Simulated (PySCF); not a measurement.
A run that did not reach its result, on `C(/C=C/C(O[SiH3])=C)=C` (driver script around PySCF, density fitting, GFN2-xTB geometry as the base; each input is a line of settings and coordinates in Å).

Command:
```bash
OMP_NUM_THREADS=1 python probes_run.py task.json out
```
Input:
```
{"job": {"kind": "nmr", "xc": "PBE00", "basis": "MINI", "pop": true, "grid": 0, "scf": {"max_cycle": 69}}, "charge": 0, "multiplicity": 1}
C      3.514710     0.742936     0.777984
C      2.757159     0.097344    -0.106046
C      1.318451     0.131644    -0.097187
C      0.553162    -0.502160    -0.998582
C     -0.899011    -0.470075    -0.998701
C     -1.621755    -1.078382    -1.944003
O     -1.451409     0.218674     0.025227
Si    -2.976504     0.515799     0.493863
H      3.079546     1.338900     1.563314
H      4.589800     0.701490     0.746996
H      3.217937    -0.493320    -0.888039
H      0.845675     0.709004     0.685910
H      1.005618    -1.079918    -1.792408
H     -2.696208    -1.047606    -1.936930
H     -1.145159    -1.613903    -2.743263
H     -2.698818     1.266869     1.708437
H     -3.707004    -0.729456     0.741076
H     -3.694949     1.298478    -0.514068
```

Output:
```
KeyError: "LibXCFunctional: name 'PBE00' not found."
```

Problem. What went wrong, and what mends it?

Solution. The functional name PBE00 isn't known to the program. Correct the name (PBE0). The run gave no result.

The values belong to the conformer `[CH2:1]=[CH:2]/[CH:3]=[CH:4]/[C:5](=[CH2:6])[O:7][SiH3:8]`: C1–C2–C3–C4 179°, C3–C4–C5–C6 178°, C4–C5–O7–Si8 -178°.
